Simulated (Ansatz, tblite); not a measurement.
Forces on GeHMe2(OiPr) (C5H14GeO) at its PBE0-D4/def2-SVP geometry. Total charge 0; singlet.

The xTB rows come from tblite.

GFN1-xTB (tblite), largest force 1.05 eV/Å:

```xyz
21
positions Å, forces eV/Å
Ge    0.475    0.932   -0.937    0.769    0.596    0.400
H     1.614    1.554   -0.088   -0.561   -0.333   -0.413
C     1.051    0.483   -2.735    0.133   -0.062   -0.136
H     1.311    1.389   -3.302   -0.044   -0.304    0.042
H     0.240   -0.041   -3.261    0.206    0.097    0.050
H     1.928   -0.178   -2.702   -0.205    0.143   -0.170
C    -1.099    2.078   -0.963   -0.152    0.183    0.061
H    -0.887    3.013   -1.503   -0.188   -0.230    0.159
H    -1.426    2.329    0.056   -0.038    0.015   -0.310
H    -1.922    1.558   -1.475    0.148    0.153    0.119
O     0.053   -0.639   -0.187   -0.152   -0.018   -0.090
C     0.284   -0.930    1.171    0.488    0.084    0.152
C     0.140   -2.431    1.342   -0.245   -0.613    0.139
C    -0.663   -0.157    2.079   -0.481    0.124    0.370
H     1.324   -0.649    1.444   -0.116   -0.045    0.023
H    -0.885   -2.742    1.086    0.290    0.100    0.078
H     0.353   -2.740    2.376   -0.047    0.140   -0.295
H     0.831   -2.956    0.667   -0.154    0.211    0.178
H    -0.509    0.929    1.983    0.046   -0.308   -0.075
H    -1.708   -0.380    1.812    0.309    0.070    0.069
H    -0.508   -0.421    3.136   -0.004   -0.002   -0.348
```

GFN2-xTB (tblite), largest force 0.82 eV/Å:

```
Ge 0.334 -0.196 0.505
H -0.183 -0.139 -0.108
C 0.282 -0.223 -0.669
H -0.090 -0.404 0.183
H 0.344 0.180 0.149
H -0.322 0.240 -0.144
C -0.617 0.534 0.046
H -0.162 -0.382 0.244
H 0.015 -0.016 -0.427
H 0.271 0.239 0.205
O 0.162 0.315 -0.103
C 0.349 0.148 0.170
C -0.194 -0.658 0.093
C -0.472 0.191 0.421
H -0.218 -0.025 -0.081
H 0.381 0.134 0.090
H -0.066 0.172 -0.383
H -0.240 0.217 0.237
H 0.032 -0.400 -0.079
H 0.405 0.067 0.071
H -0.012 0.006 -0.420
```

PBE-D4/def2-TZVP (Ansatz), largest force 0.65 eV/Å:

```
Ge 0.135 0.285 0.018
H 0.133 0.068 0.097
C 0.102 -0.125 -0.289
H -0.015 -0.039 0.032
H 0.038 0.028 0.019
H -0.042 0.041 -0.008
C -0.285 0.197 0.010
H -0.009 -0.040 0.021
H 0.022 -0.013 -0.055
H 0.036 0.029 0.023
O -0.231 -0.360 -0.485
C 0.262 0.047 0.461
C -0.032 -0.221 -0.017
C -0.152 0.120 0.136
H 0.025 0.012 0.006
H 0.010 -0.004 0.019
H -0.005 0.015 -0.019
H -0.010 -0.002 0.032
H 0.001 -0.034 0.003
H 0.016 0.000 0.012
H 0.000 -0.004 -0.016
```
